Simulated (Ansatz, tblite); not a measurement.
Spin states of FeF₃, formally d⁵, each relaxed with PBE0-D4/def2-TZVP in Ansatz. Electronic energies in the gas phase.

The xTB rows come from tblite. LC-ωPBE has ω = 0.4 bohr⁻¹. B3LYP takes the VWN-RPA correlation. HSE06 is defined as in plane-wave codes, on full-range PBE exchange. Correlated methods freeze 8 core orbitals; core or outer-core shells of Fe are correlated, in sets that lack core-valence functions.

Quartet geometry (C2v within 0.1 Å):

| atom | x (Å) | y (Å) | z (Å) |
| --- | --- | --- | --- |
| Fe1 | 0.1713 | 0.0473 | -0.0451 |
| F2 | 0.1404 | 1.7237 | -0.3638 |
| F3 | 1.1022 | -1.3810 | 0.0364 |
| F4 | -1.4139 | -0.3900 | 0.3726 |

Sextet geometry (D3h within 0.1 Å):

```
atom   x (Å)   y (Å)   z (Å)
 Fe1   0.000   0.000   0.000
  F2  -0.243  -1.577   0.716
  F3   1.473   0.344  -0.878
  F4  -1.230   1.233   0.162
```

Run but left out: HF/STO-3G, HF/def2-TZVP, HF/def2-TZVPP, HF/def2-QZVPP, BHLYP-D4/def2-TZVP, B2PLYP/def2-TZVP, PBE-QIDH/def2-TZVP, MP2/def2-TZVP, MP2/def2-TZVPP, MP2/def2-QZVPP, CCSD/def2-TZVPP, CCSD(T)/def2-TZVPP (quartet: ⟨S²⟩ 4.10 to 4.61, where a pure state has 3.75).

The doublet was relaxed too but is left out (at the level of its geometry, ⟨S²⟩ 2.21, where a pure state has 0.75); at PBE0-D4/def2-TZVP it lies 1.95 eV above the lowest shown.

```
                 level  sextet − quartet (kcal/mol)  lowest of these                                  remarks
              GFN2-xTB                         46.8          quartet                                        –
 LDA (SPW92)/def2-TZVP                         -8.4           sextet                                        –
      PBE-D4/def2-TZVP                         -9.6           sextet                                        –
   revPBE-D4/def2-TZVP                        -10.9           sextet                                        –
     BLYP-D4/def2-TZVP                         -7.6           sextet                                        –
  r2SCAN0-D4/def2-TZVP                        -28.8           sextet  spin-contaminated (⟨S²⟩ 4.03) (quartet)
    HSE06-D4/def2-TZVP                        -22.9           sextet  spin-contaminated (⟨S²⟩ 3.92) (quartet)
CAM-B3LYP-D4/def2-TZVP                        -20.2           sextet  spin-contaminated (⟨S²⟩ 3.89) (quartet)
     RPA@PBE/def2-TZVP                        -19.1           sextet                                        –
```

(1) Estimate the rows for GFN1-xTB, r2SCAN-D4/def2-TZVP, B97M-V/def2-TZVP, r2SCANh-D4/def2-TZVP, B3LYP-D4/def2-TZVP, PBE0-D4/def2-TZVP, LC-ωPBE/def2-TZVP, ωB97X-V/def2-TZVP, ωB97M-V/def2-TZVP.

(2) How do the metal–ligand distances follow the spin state?

Results:

(1) 
| level | sextet − quartet (kcal/mol) | lowest of these | remarks |
| --- | --- | --- | --- |
| GFN1-xTB | 35.4 | quartet | – |
| r2SCAN-D4/def2-TZVP | -17.6 | sextet | – |
| B97M-V/def2-TZVP | -16.5 | sextet | – |
| r2SCANh-D4/def2-TZVP | -22.2 | sextet | spin-contaminated (⟨S²⟩ 3.89) (quartet) |
| B3LYP-D4/def2-TZVP | -18.0 | sextet | – |
| PBE0-D4/def2-TZVP | -22.8 | sextet | spin-contaminated (⟨S²⟩ 3.92) (quartet) |
| LC-ωPBE/def2-TZVP | -18.4 | sextet | spin-contaminated (⟨S²⟩ 3.93) (quartet) |
| ωB97X-V/def2-TZVP | -20.5 | sextet | – |
| ωB97M-V/def2-TZVP | -22.3 | sextet | – |

The xTB methods have no term that favours high spin, so they put low spin too low.

(2) 
```
  state  donor atoms  mean metal–ligand distance (Å)  range (Å)  Mulliken spin on the metal (PBE0)
quartet            3                           1.703  1.70–1.71                               2.81
 sextet            3                           1.749  1.75–1.75                               4.29
```

⟨S²⟩ at PBE0-D4/def2-TZVP: quartet 3.92 (pure 3.75), sextet 8.76 (pure 8.75).
